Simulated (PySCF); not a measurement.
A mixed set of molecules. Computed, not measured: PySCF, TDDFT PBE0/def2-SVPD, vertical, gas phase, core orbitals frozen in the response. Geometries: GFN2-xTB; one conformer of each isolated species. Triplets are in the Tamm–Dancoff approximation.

Problem. Rank by computed lowest singlet excitation energy, highest first.
A. `CN[SiH2]P[SiH2]C#N`
B. `[H]/N=C\C1C=CC=CC=C1`
C. `C[C@@H]1[C@H]2[C@H]3C[C@]1(C#N)[C@H]32`
D. `[H]\N=C/C=C\C=C(\C)C#C`
E. `C/N=C/c1ccccc1`
F. `O[SiH2]/C=C/[SiH3]`
G. `[S@]1(=O)[C@](F)(CC1)OC`
H. `[H]/N=C/[C@@H]1[C@H]2[C@H](C)[C@@]21C#C`

Solution. C (6.75 eV), F (5.74 eV), A (5.44 eV), G (5.20 eV), H (5.07 eV), B (4.83 eV), E (4.35 eV), D (4.00 eV).

```tsv
SMILES	S1 (eV)	f (S1)	α (au)	first f ≥ 0.01 (nm)	gap (eV)	S1 mainly
C[C@@H]1[C@H]2[C@H]3C[C@]1(C#N)[C@H]32	6.75	0.002	86.3	164	8.16	H→L (89%)
O[SiH2]/C=C/[SiH3]	5.74	0.001	84.2	194	7.03	H-1→L (97%)
CN[SiH2]P[SiH2]C#N	5.44	0.005	116.5	207	6.44	H→L+1 (72%)
CO[C@@]1(F)CC[S@@]1=O	5.20	0.034	75.9	238	6.65	H→L (94%)
[H]/N=C/[C@@H]1[C@H]2[C@H](C)[C@@]21C#C	5.07	0.001	99.6	232	6.40	H-1→L (82%)
[H]/N=C\C1C=CC=CC=C1	4.83	0.064	98.9	257	5.73	H→L (83%)
C/N=C/c1ccccc1	4.35	0.001	106.1	241	5.67	H-1→L (96%)
[H]\N=C/C=C\C=C(\C)C#C	4.00	0.002	124.5	292	4.45	H-1→L (94%)
```

H and L stand for HOMO and LUMO.
